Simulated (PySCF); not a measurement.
Molecular orbitals of CaO

PBE at R = 1.798 Å; Ca 6-31G(d,p), O 6-31G(d,p); no relativity (PySCF 2.14). State: ¹Σ⁺ (singlet), closed shell. Only the outer orbitals are listed, counted within each symmetry.

```json
{"orbital": "5σ", "occ.": "2", "ε (eV)": "-42.77", "on Ca (%)": "99", "main shells (%)": "99 Ca s"}
{"orbital": "6σ", "occ.": "2", "ε (eV)": "-24.89", "on Ca (%)": "87", "main shells (%)": "87 Ca p, 10 O s"}
{"orbital": "2π", "occ.": "2", "ε (eV)": "-24.46", "on Ca (%)": "100", "main shells (%)": "100 Ca p"}
{"orbital": "2π", "occ.": "2", "ε (eV)": "-24.46", "on Ca (%)": "100", "main shells (%)": "100 Ca p"}
{"orbital": "7σ", "occ.": "2", "ε (eV)": "-17.23", "on Ca (%)": "14", "main shells (%)": "86 O s, 10 Ca p"}
{"orbital": "3π", "occ.": "2", "ε (eV)": "-3.98", "on Ca (%)": "21", "main shells (%)": "78 O p, 18 Ca d"}
{"orbital": "3π", "occ.": "2", "ε (eV)": "-3.98", "on Ca (%)": "21", "main shells (%)": "78 O p, 18 Ca d"}
{"orbital": "8σ", "occ.": "2", "ε (eV)": "-3.76", "on Ca (%)": "27", "main shells (%)": "72 O p, 14 Ca d"}
{"orbital": "9σ", "occ.": "0", "ε (eV)": "-2.39", "on Ca (%)": "96", "main shells (%)": "79 Ca s, 13 Ca p"}
{"orbital": "4π", "occ.": "0", "ε (eV)": "-0.68", "on Ca (%)": "100", "main shells (%)": "83 Ca p, 17 Ca d"}
{"orbital": "4π", "occ.": "0", "ε (eV)": "-0.68", "on Ca (%)": "100", "main shells (%)": "83 Ca p, 17 Ca d"}
```

Q: Which are the highest filled and the lowest empty level, where do they sit, and how wide is the gap?

A: Highest filled 8σ at -3.76 eV (in %: 72 O p, 14 Ca d); lowest empty 9σ at -2.39 eV (in %: 79 Ca s, 13 Ca p); the gap at PBE is 1.37 eV.

| Item | Value |
| --- | --- |
| bond order (Mayer) | 2.16 |
| ⟨S²⟩ | 0.000 |
| charge on Ca (Mulliken, basis-dependent) | 0.60 |
| charge on Ca (Löwdin, basis-dependent) | 0.38 |
| dipole moment (positive dipole means Ca(−)O(+)) | -7.43 D |
| polarisability along the bond | 90.4 bohr³ |
| polarisability across the bond | 34.1 bohr³ |
